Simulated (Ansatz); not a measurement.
**Nudged elastic band run: C₂H₇BO**

The input (input.yaml):

```yaml
crystal:
  periodic: [false, false, false]
  atoms:
    - { symbol: B, position_ang: [-0.362697, 1.827087, 0.640053] }
    - { symbol: O, position_ang: [0.441786, 0.733867, 0.678859] }
    - { symbol: C, position_ang: [-0.078121, -0.590357, 0.413648] }
    - { symbol: C, position_ang: [0.489526, -1.111136, -0.904455] }
    - { symbol: H, position_ang: [-1.54917, 1.716518, 0.404265] }
    - { symbol: H, position_ang: [0.172207, 2.888974, 0.851596] }
    - { symbol: H, position_ang: [0.239762, -1.227364, 1.25808] }
    - { symbol: H, position_ang: [-1.183398, -0.562092, 0.391272] }
    - { symbol: H, position_ang: [0.149279, -0.486074, -1.747643] }
    - { symbol: H, position_ang: [1.591955, -1.098426, -0.884238] }
    - { symbol: H, position_ang: [0.154171, -2.147995, -1.080937] }
basis:
  gaussian: { orbitals: "6-31G*" }
hamiltonian:
  xc: revpbe
  dispersion: d4
neb:
  order_check: false
  images: 5
  f_tol: 0.05
  max_iterations: 60
  final_atoms:
    - { symbol: B, position_ang: [-0.53297022, 1.80443227, 0.57814976] }
    - { symbol: O, position_ang: [0.43356351, 0.85218835, 0.52888188] }
    - { symbol: C, position_ang: [0.09806513, -0.55357793, 0.46027198] }
    - { symbol: C, position_ang: [0.4862977, -1.10880652, -0.90793278] }
    - { symbol: H, position_ang: [-1.70735191, 1.49670587, 0.59157142] }
    - { symbol: H, position_ang: [-0.15054368, 2.94943384, 0.60832177] }
    - { symbol: H, position_ang: [0.66902395, -1.05265985, 1.26312596] }
    - { symbol: H, position_ang: [-0.98114757, -0.69232526, 0.6579434] }
    - { symbol: H, position_ang: [1.55638006, -0.93342291, -1.10840847] }
    - { symbol: H, position_ang: [0.29571796, -2.19547503, -0.94595742] }
    - { symbol: H, position_ang: [-0.10173493, -0.62349082, -1.70546751] }
  initial_path:
    images:
      - { positions_ang: [[-0.362697, 1.827087, 0.640053], [0.441786, 0.733867, 0.678859], [-0.078121, -0.590357, 0.413648], [0.489526, -1.111136, -0.904455], [-1.54917, 1.716518, 0.404265], [0.172207, 2.888974, 0.851596], [0.239762, -1.227364, 1.25808], [-1.183398, -0.562092, 0.391272], [0.149279, -0.486074, -1.747643], [1.591955, -1.098426, -0.884238], [0.154171, -2.147995, -1.080937]] }
      - { positions_ang: [[-0.41874425, 1.81952874, 0.66488714], [0.27312145, 0.79965346, 0.3438852], [-0.06740144, -0.51857577, 0.34065832], [0.52669035, -1.17311189, -0.8952298], [-1.61535, 1.8232825, 0.52410917], [0.16568366, 2.72700365, 1.04950844], [0.39169392, -0.95742181, 1.20036146], [-1.12051266, -0.61065798, 0.41947117], [0.34327466, -0.53628083, -1.74960912], [1.55316719, -1.31392751, -0.77174493], [0.03367711, -2.11649056, -1.10579705]] }
      - { positions_ang: [[-0.4747915, 1.81197047, 0.68972129], [0.10445691, 0.86543993, 0.0089114], [-0.05668187, -0.44679453, 0.26766864], [0.56385469, -1.23508778, -0.8860046], [-1.68153001, 1.93004701, 0.64395333], [0.15916032, 2.5650333, 1.24742087], [0.54362584, -0.68747962, 1.14264292], [-1.05762731, -0.65922395, 0.44767034], [0.53727033, -0.58648765, -1.75157524], [1.51437938, -1.52942903, -0.65925187], [-0.08681678, -2.08498613, -1.1306571]] }
      - { positions_ang: [[-0.53083875, 1.80441221, 0.71455543], [-0.06420764, 0.93122639, -0.3260624], [-0.04596231, -0.3750133, 0.19467896], [0.60101904, -1.29706367, -0.87677939], [-1.74771001, 2.03681151, 0.7637975], [0.15263698, 2.40306295, 1.44533331], [0.69555776, -0.41753743, 1.08492438], [-0.99474197, -0.70778993, 0.47586951], [0.73126599, -0.63669448, -1.75354136], [1.47559157, -1.74493054, -0.5467588], [-0.20731067, -2.05348169, -1.15551714]] }
      - { positions_ang: [[-0.53154924, 1.80441889, 0.66908687], [0.10171608, 0.90488037, -0.04108097], [0.00204684, -0.43453484, 0.28320996], [0.56277859, -1.23431129, -0.88716385], [-1.73425731, 1.8567763, 0.70638881], [0.05157676, 2.58518658, 1.16632947], [0.68671316, -0.62924491, 1.14432491], [-0.9902105, -0.70263504, 0.53656081], [1.00630401, -0.73560396, -1.53849706], [1.08230037, -1.89511204, -0.67982501], [-0.17211876, -1.57681807, -1.33883393]] }
      - { positions_ang: [[-0.53225973, 1.80442558, 0.62361832], [0.2676398, 0.87853436, 0.24390046], [0.05005599, -0.49405639, 0.37174097], [0.52453814, -1.17155891, -0.89754832], [-1.72080461, 1.67674109, 0.64898011], [-0.04948346, 2.76731021, 0.88732562], [0.67786855, -0.84095238, 1.20372543], [-0.98567904, -0.69748015, 0.59725211], [1.28134204, -0.83451344, -1.32345277], [0.68900916, -2.04529353, -0.81289121], [-0.13692684, -1.10015445, -1.52215072]] }
      - { positions_ang: [[-0.53297022, 1.80443227, 0.57814976], [0.43356351, 0.85218835, 0.52888188], [0.09806513, -0.55357793, 0.46027198], [0.4862977, -1.10880652, -0.90793278], [-1.70735191, 1.49670587, 0.59157142], [-0.15054368, 2.94943384, 0.60832177], [0.66902395, -1.05265985, 1.26312596], [-0.98114757, -0.69232526, 0.6579434], [1.55638006, -0.93342291, -1.10840847], [0.29571796, -2.19547503, -0.94595742], [-0.10173493, -0.62349082, -1.70546751]] }
```

Command:

```bash
$ ansatz run input.yaml --threads 1 --pin off --max-ram 2048MiB --backend cpu --events-out ev --progress --plain --runs-dir out
```

Output, in part (warnings, iteration lines, the closing report on the highest movable image, with atoms numbered from 0):

```
NEB end point (image 0): max|allowed force component| = 1.496e-2 eV/Å (the criterion of neb.relax_end_points is 1.000e-2)
NEB end point (image 6): max|allowed force component| = 1.237e-2 eV/Å (the criterion of neb.relax_end_points is 1.000e-2)
NEB iter   1: max|band force component| = 1.238e1 eV/Å  barrier→ = 4.0557 eV  barrier← = 4.0557 eV  Δτ_max = 0.1992 Å  (184 SCF iters)
NEB iter   2: max|band force component| = 1.868e0 eV/Å  barrier→ = 1.0148 eV  barrier← = 1.0148 eV  Δτ_max = 0.1922 Å  (156 SCF iters)
NEB iter   3: max|band force component| = 1.290e0 eV/Å  barrier→ = 0.9555 eV  barrier← = 0.9554 eV  Δτ_max = 0.1968 Å  (139 SCF iters)
NEB iter   4: max|band force component| = 1.327e0 eV/Å  barrier→ = 0.7099 eV  barrier← = 0.7099 eV  Δτ_max = 0.1002 Å  (160 SCF iters)
NEB iter   5: max|band force component| = 6.727e-1 eV/Å  barrier→ = 0.5598 eV  barrier← = 0.5598 eV  Δτ_max = 0.1971 Å  (143 SCF iters)
NEB iter   6: max|band force component| = 4.346e-1 eV/Å  barrier→ = 0.3533 eV  barrier← = 0.3533 eV  CI = image 3  Δτ_max = 0.1978 Å  (142 SCF iters)
NEB iter   7: max|band force component| = 4.263e-1 eV/Å  barrier→ = 0.2297 eV  barrier← = 0.2297 eV  CI = image 3  Δτ_max = 0.1950 Å  (140 SCF iters)
NEB iter   8: max|band force component| = 3.158e-1 eV/Å  barrier→ = 0.1698 eV  barrier← = 0.1698 eV  CI = image 3  Δτ_max = 0.0561 Å  (142 SCF iters)
NEB iter   9: max|band force component| = 3.087e-1 eV/Å  barrier→ = 0.1604 eV  barrier← = 0.1604 eV  CI = image 3  Δτ_max = 0.0838 Å  (145 SCF iters)
NEB iter  10: max|band force component| = 5.013e-1 eV/Å  barrier→ = 0.1734 eV  barrier← = 0.1734 eV  CI = image 3  Δτ_max = 0.0424 Å  (144 SCF iters)
NEB iter  11: max|band force component| = 3.199e-1 eV/Å  barrier→ = 0.1590 eV  barrier← = 0.1589 eV  CI = image 3  Δτ_max = 0.0403 Å  (139 SCF iters)
NEB iter  12: max|band force component| = 1.381e-1 eV/Å  barrier→ = 0.1510 eV  barrier← = 0.1510 eV  CI = image 3  Δτ_max = 0.0410 Å  (140 SCF iters)
NEB iter  13: max|band force component| = 8.386e-2 eV/Å  barrier→ = 0.1497 eV  barrier← = 0.1497 eV  CI = image 3  Δτ_max = 0.0357 Å  (142 SCF iters)
NEB iter  14: max|band force component| = 4.287e-2 eV/Å  barrier→ = 0.1489 eV  barrier← = 0.1489 eV  CI = image 3  Δτ_max = 0.0372 Å  (143 SCF iters)
NEB iter  15: max|band force component| = 2.925e-2 eV/Å  barrier→ = 0.1482 eV  barrier← = 0.1482 eV  CI = image 3  Δτ_max = 0.0000 Å  (164 SCF iters)
Total energy: -4910.97704528 eV, -180.4750776341 hartree
Atom 0 at    -0.534177     1.839828     0.611519 Å, force    -0.003996    -0.005473    -0.003540 eV/Å
Atom 1 at     0.410812     0.889826     0.397821 Å, force     0.012420    -0.003981     0.005154 eV/Å
Atom 2 at     0.085947    -0.521936     0.420848 Å, force     0.005935    -0.001290    -0.001722 eV/Å
Atom 3 at     0.492250    -1.178812    -0.915463 Å, force    -0.014875     0.008857    -0.003578 eV/Å
Atom 4 at    -1.687604     1.533135     0.835631 Å, force     0.003493    -0.005773    -0.007882 eV/Å
Atom 5 at    -0.152912     2.984209     0.562565 Å, force    -0.001303     0.012721     0.004608 eV/Å
Atom 6 at     0.646993    -0.955577     1.266764 Å, force    -0.000047     0.005368    -0.005651 eV/Å
Atom 7 at    -0.992423    -0.643509     0.627005 Å, force    -0.010042    -0.006568     0.004883 eV/Å
Atom 8 at     0.878514    -0.404631    -1.597950 Å, force     0.002502    -0.001564    -0.000096 eV/Å
Atom 9 at     1.283878    -1.933531    -0.781023 Å, force     0.004370    -0.005283     0.000977 eV/Å
Atom 10 at    -0.365979    -1.666000    -1.407217 Å, force     0.001543     0.002985     0.006848 eV/Å
Dipole moment:    -0.024815    -0.394819    -0.041967 e Å
```

It converged. The band force fell under the threshold earlier too, but the program's further tests of the path sent the band on. A vibrational analysis at the climbing image gives one clearly imaginary mode, 251i cm⁻¹: a first-order saddle point.

Final band (atoms are numbered from 1 in the order of the input):

```csv
image,path coordinate (Å),energy (kJ/mol),dihedral O2–C3–C4–H9 (°)
0,0.00,0.0,-64
1,0.59,2.9,-47
2,1.18,10.3,-26
3,1.78,14.3,-3
4,2.35,10.4,18
5,2.93,3.2,39
6,3.51,0.0,56
```

The run took 2.5 min on 1 thread of Arm Neoverse V2 (shared host), peak memory 0.11 GiB.
